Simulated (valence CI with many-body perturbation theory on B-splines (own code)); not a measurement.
Valence orbitals of Br29+

Method: configuration interaction combined with many-body perturbation theory (CI+MBPT): four valence electrons over a frozen Dirac-Fock core [He], a basis of 11 s, 11 p, 9 d, 7 f, 5 g, 2 h, 1 i functions for each j, with the one-electron correlation potential Σ1 (screened to all orders), the two-electron term Σ2, the three-electron term Σ3, Breit, model QED; selected single and double excitations, second order for the rest (own B-spline code, finite nucleus).

The last digits are not significant, and no measured levels were compared; by estimate large intervals hold to a few tenths of a per cent, small ones and those within an open d or f shell to about a per cent. Among the levels kept, up to 300 cm⁻¹ of a level comes from second order outside the variational space, and about a tenth of that is noise between levels of different J, which matters for small intervals.

These are the spectroscopic orbitals of the CI (the correlating ones are not listed), shaped by the core and the other valence electrons. h is the expectation value of the core's Dirac-Fock operator, without the valence repulsion; Σ1 is computed up to l = 3 at one energy for each symmetry, that of its lowest orbital but kept below the first core excitation, so for empty shells it is not the orbital's own correlation shift; Breit and QED include the response of the core.

| Orbital | h (hartree) | Σ1 (cm⁻¹) | Breit (cm⁻¹) | QED (cm⁻¹) | ⟨r⟩ (bohr) |
| --- | --- | --- | --- | --- | --- |
| 2s1/2 | -142.17 | -1190 | 10693 | 10079 | 0.1785 |
| 3s1/2 | -62.278 | -278 | 2941 | 2859 | 0.4150 |
| 4s1/2 | -34.727 | -106 | 1172 | 1157 | 0.7539 |
| 5s1/2 | -22.107 | -52.2 | 586 | 581 | 1.192 |
| 2p1/2 | -139.6 | -2832 | 20960 | -462 | 0.1515 |
| 3p1/2 | -61.524 | -610 | 5636 | -139 | 0.3923 |
| 4p1/2 | -34.412 | -231 | 2264 | -57.3 | 0.7348 |
| 5p1/2 | -21.947 | -113 | 1134 | -29.0 | 1.176 |
| 2p3/2 | -137.43 | -2549 | 8884 | 484 | 0.1548 |
| 3p3/2 | -60.884 | -549 | 2346 | 124 | 0.3970 |
| 4p3/2 | -34.143 | -208 | 982 | 49.8 | 0.7409 |
| 5p3/2 | -21.81 | -102 | 491 | 24.9 | 1.183 |
| 3d3/2 | -60.523 | -241 | 181 | -35.4 | 0.3398 |
| 4d3/2 | -33.99 | -102 | 98.1 | -13.3 | 0.6870 |
| 5d3/2 | -21.731 | -52.0 | 52.9 | -6.5 | 1.133 |
| 3d5/2 | -60.327 | -232 | 57.5 | 52.2 | 0.3414 |
| 4d5/2 | -33.908 | -97.6 | 30.9 | 23.2 | 0.6890 |
| 5d5/2 | -21.689 | -50.0 | 16.1 | 12.1 | 1.135 |
| 4f5/2 | -33.838 | -19.6 | 0.9 | -9.3 | 0.5967 |
| 5f5/2 | -21.657 | -11.0 | 0.8 | -4.7 | 1.045 |
| 4f7/2 | -33.798 | -19.3 | 0.2 | 7.7 | 0.5976 |
| 5f7/2 | -21.636 | -10.9 | 0.2 | 4.1 | 1.046 |
| 5g7/2 | -21.625 |  | 0.0 | -2.9 | 0.9149 |
| 5g9/2 | -21.613 |  | 0.0 | 2.3 | 0.9157 |

Among the shells of the start configuration 2s2 2p2, Σ1 is largest in size for 2p1/2, where it is 0.0092 % of h.

Lowest root of each symmetry, sizes in configuration state functions:

```csv
J,Parity,Roots,Reference,Variational,Second order,Change by selected CI (cm⁻¹),Change by second order (cm⁻¹)
0,even,13,38,23550,68305,-17013,-1
1,even,21,83,39998,191018,-16307,-26
2,even,22,93,39997,374212,-17727,-78
3,even,12,63,40000,367712,-20270,-165
4,even,5,31,39999,239919,-14776,-8
5,even,2,11,21949,137144,-17023,-12
0,odd,8,37,19269,51449,-20510,-2
1,odd,20,94,39999,226773,-20379,-18
2,odd,20,100,39998,338268,-11743,-57
3,odd,11,70,39999,371843,-18448,-61
4,odd,4,36,37270,211963,-22305,-15
```
